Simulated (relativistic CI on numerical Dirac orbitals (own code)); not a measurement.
# Radial parameters of Gd²⁷⁺

Calculated at this level of theory: Dirac-Coulomb-Breit CI, separate exchange-only KLI orbitals for each configuration, model QED, unscaled Slater integrals (own radial code, finite nucleus).

Slater integrals F^k, G^k are unscaled and averaged over j, outside the closed core [Ar] 3d10; ζ comes from projecting the Hamiltonian with its Breit term on Σ l·s of the shell.

- 4s2.4p6.4d: ζ(4d) = 26762 cm⁻¹; <r>(4d) = 0.5299, <r^2>(4d) = 0.3206 (bohr units).
- 4s2.4p5.4d2: ζ(4p) = 218040, F^2(4d,4d) = 190220, F^4(4d,4d) = 129510, F^2(4p,4d) = 192450, G^1(4p,4d) = 240390, G^3(4p,4d) = 153660, ζ(4d) = 26643 cm⁻¹; <r>(4p) = 0.5224, <r^2>(4p) = 0.3084, <r>(4d) = 0.5299, <r^2>(4d) = 0.3207 (bohr units).
- 4s2.4p6.4f: ζ(4f) = 3690.9 cm⁻¹; <r>(4f) = 0.5099, <r^2>(4f) = 0.2952 (bohr units).

(1) Give the Racah parameters of the d shell in 4s2.4p5.4d2.

Averages of the first 10 configurations, taken without configuration mixing, which lowers the lowest level and can move excited configurations by several eV; other configurations of the list can lie among them:

| Configuration | Parity | States | Average energy above the lowest level (eV) |
| --- | --- | --- | --- |
| 4s2.4p6.4d | even | 10 | 7.0 |
| 4s2.4p5.4d2 | odd | 270 | 148.4 |
| 4s2.4p6.4f | odd | 14 | 159.4 |
| 4s.4p6.4d2 | even | 90 | 260.1 |
| 4s2.4p5.4d.4f | even | 840 | 298.8 |
| 4s.4p6.4d.4f | odd | 280 | 410.8 |
| 4s2.4p6.5s | even | 2 | 292.4 |
| 4s2.4p6.5p | odd | 6 | 337.4 |
| 4s2.4p6.5d | even | 10 | 400.9 |
| 4p6.4d3 | even | 120 | 516.9 |

Results:

(1) B = F²/49 − 5F⁴/441 = 2414 cm⁻¹ and C = 35F⁴/441 = 10278 cm⁻¹.
